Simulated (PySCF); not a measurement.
GeH2ClBr, SMILES [Cl][GeH2][Br].

Coordinates come from a r2SCAN-D4/def2-SVP optimisation.

Method: PBE/def2-TZVPD (PySCF).

Isolated molecule, no solvent.

```json
{
  "total_energy": "-5111.76361 hartree",
  "point_group": "Cs",
  "highest_occupied_level": "-7.35 eV",
  "lowest_empty_level": "-2.16 eV",
  "orbital_gap": "5.19 eV",
  "dipole_moment": "1.77 D",
  "quadrupole, principal values (traceless, Buckingham form, about the centre of nuclear charge)": "-4.30, 0.67, 3.63 D·Å",
  "mean_static_polarisability": "70.0 bohr³ (10.37 Å³)",
  "polarisability_principal_values": "58.2, 66.2, 85.5 bohr³"
}
```
